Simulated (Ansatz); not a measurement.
Name a neutral molecule of B, C, F, N, O, Si and H with HOMO energy (ωB97M-V/def2-TZVPP) between -10.35 and -10.05 eV and size of the dipole moment (B3LYP/def2-TZVPP) between 1.80 and 2.10 D (Ansatz, PBE0-D4/def2-TZVP geometry).

`C[SiH2]OB(N)F` (-10.34 eV, 1.93 D). Other molecules can fit too; these were computed, each in one conformer that needn't be the lowest.

B3LYP here is the variant with VWN-RPA as its local correlation; programs differ in this.
